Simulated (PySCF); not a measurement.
PySCF input for C2H7BFNO, SMILES O(CB(F)N)C, C-PCM-B3LYP/def2-SVP. Coordinates come from a r2SCAN-D4/def2-SVP optimisation. This is a generated structure with no PubChem entry under its InChIKey; it may be hypothetical. Other conformers were not sampled.

```python
import numpy as np
from pyscf import gto, scf, dft
from pyscf.solvent import pcm

mol = gto.M(
    atom='''
    C     2.04751390    0.69776865    0.08522059
    O     1.24843417    0.16125254   -0.93452048
    C     0.36416201   -0.84613262   -0.45144995
    B    -0.94501173   -0.25139292    0.21558271
    N    -1.27038990    1.09608707    0.06340130
    F    -1.76036737   -1.06594579    0.91404889
    H     2.71423564   -0.06907765    0.53192036
    H     2.67252036    1.48791849   -0.35687294
    H     1.44318200    1.13939241    0.90499506
    H     0.89119077   -1.54496738    0.23346495
    H     0.07014221   -1.45886805   -1.32438892
    H    -2.10654201    1.52684077    0.43769705
    H    -0.68116334    1.69679230   -0.50143803
    ''',
    basis='def2-SVP',
    charge=0,
    spin=0,
    max_memory=1600,
    verbose=3,
)
mf = dft.RKS(mol, xc='b3lyp').density_fit(auxbasis='def2-universal-jkfit')
mf.grids.level = 3
mf.conv_tol = 1e-9
mf.max_cycle = 100
mf.kernel()
res = {}
for name, eps in {'water': 78.355, 'benzene': 2.2706, 'n-hexane': 1.8819}.items():
    s = mf.PCM()
    s.with_solvent.method, s.with_solvent.eps, s.with_solvent.lebedev_order = 'C-PCM', eps, 29
    s.kernel(mf.make_rdm1())
    res[name] = (s.e_tot, eps, s.dip_moment(), s.mo_energy, s.converged)
    print(f'{name}: electrostatic solvation free energy {(s.e_tot - mf.e_tot) * 627.509474:.3f} kcal/mol')
```

Program output:

```
converged SCF energy = -334.943560630856

WARN: PCM is an experimental feature. It is still in testing.
Features and APIs may be changed in the future.

converged SCF energy = -334.951375652651
Dipole moment(X, Y, Z, Debye):  0.16582,  2.06574,  0.48837
water: electrostatic solvation free energy -4.904 kcal/mol

WARN: PCM is an experimental feature. It is still in testing.
Features and APIs may be changed in the future.

converged SCF energy = -334.947809196227
Dipole moment(X, Y, Z, Debye):  0.15547,  1.89727,  0.41418
benzene: electrostatic solvation free energy -2.666 kcal/mol

WARN: PCM is an experimental feature. It is still in testing.
Features and APIs may be changed in the future.

converged SCF energy = -334.947088527921
Dipole moment(X, Y, Z, Debye):  0.15329,  1.86552,  0.40072
n-hexane: electrostatic solvation free energy -2.214 kcal/mol
```

Self-consistency was reached.
